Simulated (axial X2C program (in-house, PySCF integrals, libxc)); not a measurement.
## Ce⁺: configurations by level of theory

Computed with an axial X2C code built on PySCF integrals, basis dyall-cv3z (cores contracted in-house), spin-free (one-electron X2C) and two-component (2c, atomic mean-field Coulomb and Gaunt terms). Energies in eV from the lowest row of each column (rows without correlated energies are left out; n/a marks j-coupled starts, which PBE0 does not hold); electrons by l are Mulliken totals of the Hartree–Fock solution, and PBE0 can relax to another configuration under the same block occupation. Coupled cluster uses truncated natural virtuals with an MP2 remainder. Frozen shells in the correlated columns: 4 s, 3 p, 2 d.

Spin-free determinants:

```json
{"electrons by l": "s10 p24 d22 f1", "M_S, M_L": "3/2, 5", "HF": "0.00", "MP2": "0.00", "CCSD(T)": "0.00", "PBE0": "0.33"}
{"electrons by l": "s10 p24 d22 f1", "M_S, M_L": "3/2, 3", "HF": "0.36", "MP2": "0.22", "CCSD(T)": "0.17", "PBE0": "0.07"}
{"electrons by l": "s11 p24 d21 f1", "M_S, M_L": "3/2, 0", "HF": "0.38", "MP2": "0.26", "CCSD(T)": "0.25", "PBE0": "0.43"}
{"electrons by l": "s11 p24 d21 f1", "M_S, M_L": "3/2, 1", "HF": "0.58", "MP2": "0.34", "CCSD(T)": "0.32", "PBE0": "0.47"}
{"electrons by l": "s11 p24 d20 f2", "M_S, M_L": "3/2, 5", "HF": "1.44", "MP2": "0.85", "CCSD(T)": "0.89", "PBE0": "0.25"}
{"electrons by l": "s11 p24 d20 f2", "M_S, M_L": "3/2, 2", "HF": "1.61", "MP2": "0.95", "CCSD(T)": "0.96", "PBE0": "0.00"}
{"electrons by l": "s11 p24 d20 f2", "M_S, M_L": "1/2, 2", "HF": "1.68", "MP2": "1.03", "CCSD(T)": "1.02", "PBE0": "0.13"}
{"electrons by l": "s11 p24 d20 f2", "M_S, M_L": "1/2, 3", "HF": "1.77", "MP2": "1.09", "CCSD(T)": "1.07", "PBE0": "0.13"}
```

Two-component determinants:

```json
{"electrons by l": "s10 p24 d22 f1", "2M_J": "7", "HF": "0.00", "MP2": "0.01", "CCSD(T)": "0.00", "PBE0": "0.20"}
{"electrons by l": "s10.1 p24 d22 f1", "2M_J": "9", "HF": "0.12", "MP2": "0.00", "CCSD(T)": "0.03", "PBE0": "n/a"}
{"electrons by l": "s10.1 p24 d22 f1", "2M_J": "5", "HF": "0.28", "MP2": "0.08", "CCSD(T)": "0.04", "PBE0": "0.18"}
{"electrons by l": "s10 p24 d22 f1", "2M_J": "3", "HF": "0.43", "MP2": "0.30", "CCSD(T)": "0.25", "PBE0": "0.00"}
{"electrons by l": "s10 p24 d22 f1", "2M_J": "13", "HF": "0.37", "MP2": "0.42", "CCSD(T)": "0.41", "PBE0": "n/a"}
{"electrons by l": "s11 p24 d20 f2", "2M_J": "7", "HF": "1.40", "MP2": "0.86", "CCSD(T)": "0.90", "PBE0": "0.09"}
{"electrons by l": "s11 p24 d20 f2", "2M_J": "5", "HF": "1.48", "MP2": "0.90", "CCSD(T)": "0.91", "PBE0": "0.19"}
{"electrons by l": "s11 p24 d20 f2", "2M_J": "7", "HF": "1.54", "MP2": "0.96", "CCSD(T)": "0.97", "PBE0": "0.07"}
```

Ground level as tabulated from the NIST Atomic Spectra Database (leading term): 2S+1 = 4, L = 5, J = 7/2.

Spin-free rows of one term, and 2c rows of one J level, should be degenerate; broken spherical symmetry, the missing current term of PBE0 and determinants that mix terms or J levels spread them. The search is wide but not exhaustive and can miss a configuration; gaps between s and d configurations can be off by some tenths of an eV with this basis and core.

The run took 6.6 min on 1 thread of Arm Neoverse V2, with other jobs on the host.
